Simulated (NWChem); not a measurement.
System: CH3Se2 anion

NWChem input:

```
start job
memory heap 200 mb stack 900 mb global 1100 mb
charge -1
geometry units angstroms
  C     -2.183102    -0.417228     0.030631
  Se    -0.643543     0.803558    -0.061381
  Se     1.069571    -0.715819     0.054924
  H     -2.133676    -0.971929     0.965970
  H     -3.093622     0.176949    -0.014799
  H     -2.132908    -1.106579    -0.810248
end
basis spherical
  * library def2-svpd
end
dft
  xc b3lyp
  iterations 150
end
driver
  maxiter 120
end
task dft optimize
```

Not confirmed as a minimum by frequencies. The highest occupied level is positive, so the extra electron may be held by the finite basis. B3LYP is NWChem's, with the RPA form of VWN correlation.

The level has its own optimisation.

Problem. Give the results of this calculation. (B3LYP/def2-SVPD.) Quantities: r C–Se (Å); r Se–Se (Å).

Solution. The r C–Se (Å) is 1.980 and the r Se–Se (Å) is 2.386.
